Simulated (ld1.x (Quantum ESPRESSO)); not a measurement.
# Which change was made? (Ni, TM)

```json
{
 "Element": "nickel",
 "Generator": "ld1.x (Quantum ESPRESSO) 7.5",
 "Type": "norm-conserving Troullier–Martins (Kleinman–Bylander form)",
 "Functional": "PBE",
 "Relativity": "scalar-relativistic",
 "Frozen core": "[Ar]",
 "Valence charge": "10",
 "Reference configuration": "3d8 4s0 4p0 (charge +2)",
 "Partial waves": "4s (bound, empty): rc 2.25 bohr; 4p (bound, empty): rc 1.90 bohr; 3d (bound): rc 1.40 bohr",
 "Local potential": "all-electron potential smoothed inside 1.60 bohr (lloc = -1)",
 "Core correction": "none"
}
```

Cutoffs, loose and tight: the cutoffs (Ry, on a coarse ladder) from which the occupation-weighted sum of valence levels, in a spherical-Bessel basis at the reference potential, stays within 10 and 1 mRy of its value at 400 Ry. They do not see the model core or the augmentation charge, which bear on the density cutoff. Test errors are all-electron minus pseudo excitation energies from the reference, over the configurations 3d8 4s2 4p0; 3d8 4s1 4p0; 3d7 4s0 4p0; 3d7 4s2 4p1; 3d6 4s0 4p0; 3d8 4s1 4p1; 3d9 4s1 4p0; variants that change the core or the reference have their own tests. The largest error is taken over the tests solved by every variant that gives reliable tests at all, those not shown here included: 3d6 4s0 4p0; 3d7 4s0 4p0; 3d7 4s2 4p1; 3d8 4s1 4p0; 3d8 4s1 4p1; 3d8 4s2 4p0.

The base gives: outcome: generated; cutoff, loose: 140 Ry; cutoff, tight: 230 Ry; bound ghosts: s; largest test error (meV): -793.

After one change the result is: outcome: generated; cutoff, loose: 140 Ry; cutoff, tight: 230 Ry; bound ghosts: none; largest test error (meV): -910. Which change was it?
A. all radii scaled by about 1.08 (s 2.44, p 2.06, d 1.52 bohr); local potential all-electron potential smoothed inside 1.74 bohr (lloc = -1)
B. wave 3d (bound): rc 1.40 bohr becomes 3d (bound): rc 2.16 bohr
C. type RRKJ; local potential all-electron potential smoothed inside 2.10 bohr (lloc = -1); rho0 0.01
D. reference 3d8 4s1 4p1
E. local potential all-electron potential smoothed inside 1.80 bohr (lloc = -1)

E. The others give: type RRKJ; local potential all-electron potential smoothed inside 2.10 bohr (lloc = -1); rho0 0.01 → outcome: failed: compute_phi: phi has nodes before r_c | wave 3d (bound): rc 1.40 bohr becomes 3d (bound): rc 2.16 bohr → outcome: generated; cutoff, loose: 70 Ry; cutoff, tight: 120 Ry; bound ghosts: s; largest test error (meV): +769 | reference 3d8 4s1 4p1 → outcome: generated; cutoff, loose: 140 Ry; cutoff, tight: 230 Ry; bound ghosts: none; largest test error (meV): -395 | all radii scaled by about 1.08 (s 2.44, p 2.06, d 1.52 bohr); local potential all-electron potential smoothed inside 1.74 bohr (lloc = -1) → outcome: generated; cutoff, loose: 120 Ry; cutoff, tight: 200 Ry; bound ghosts: none; largest test error (meV): -731.
